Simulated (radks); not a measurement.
These are the eigenvalues of the occupied orbitals of an atom or ion with whole-number occupations (eV). Calculated with a radial shooting solver on a logarithmic mesh with Libxc functionals: scalar-relativistic Kohn-Sham, AM05, spin-polarised, spherical densities, finite nucleus; Fermi nuclear charge, rms radius of each element as measured or else 0.836 A^(1/3) + 0.57 fm.

1s down: -6765.072
1s up: -6765.057
2s up: -1072.901
2s down: -1071.606
2p up: -962.7781
2p down: -961.8082
3s up: -359.5857
3s down: -356.0905
3d up: -278.2107

Which element is it, and in what charge state? The configuration may be excited. Open shells, if any, are filled with parallel spins first.

Answer. Z = 25, manganese, charge +12: Mn12+ in [Ne] 3s2 3d1. The list shows which subshells hold electrons but not how many an open one holds; the 1s level, -248.61 hartree, gives Z - s = 22.3 by -(Z - s)^2/2, which with screening and relativity narrows Z to a few neighbours, and the depths of the outer levels then fix element, charge and occupations together.
